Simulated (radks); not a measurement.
The numbers below are computed, except where a source is named.
Problem. All-electron atom: Er24+ in [Kr] 4d8 (the NIST ground configuration). Code: a radial shooting solver on a logarithmic mesh with Libxc functionals. Model: scalar-relativistic Kohn-Sham, PBE, spin-polarised, spherical densities, finite nucleus; open shells are filled with parallel spins first (spin-orbit coupling, left out, can overturn this in heavy ions); Fermi nuclear charge, rms radius 5.2516 fm. Some entries of the table are withheld. Estimate them.

| orbital | occ. | eigenvalue (eV) | <r^2> (bohr^2) |
|---|---|---|---|
| 1s up | 1 | -58111.50 | 0.0005680 |
| 1s down | 1 | -58111.48 | 0.0005680 |
| 2s up | 1 | -10391.97 | 0.008840 |
| 2s down | 1 | -10390.33 | 0.008839 |
| 2p up | 3 | -9278.672 | 0.007192 |
| 2p down | 3 | -9277.367 | 0.007190 |
| 3s up | 1 | -2912.974 | 0.05764 |
| 3s down | 1 | -2912.205 | 0.05761 |
| 3p up | 3 | -2574.155 | 0.05791 |
| 3p down | 3 | -2573.293 | 0.05787 |
| 3d up | 5 | -2151.876 | 0.04817 |
| 3d down | 5 | -2150.534 | 0.04815 |
| 4s up | 1 | (1) | 0.2586 |
| 4s down | 1 | (2) | 0.2588 |
| 4p up | 3 | -999.1814 | 0.2804 |
| 4p down | 3 | -995.3070 | 0.2808 |
| 4d up | 5 | -841.3770 | 0.2974 |
| 4d down | 3 | -837.5475 | 0.2980 |

Solution. 
(1) 4s up eigenvalue (eV): -1118.646
(2) 4s down eigenvalue (eV): -1114.712
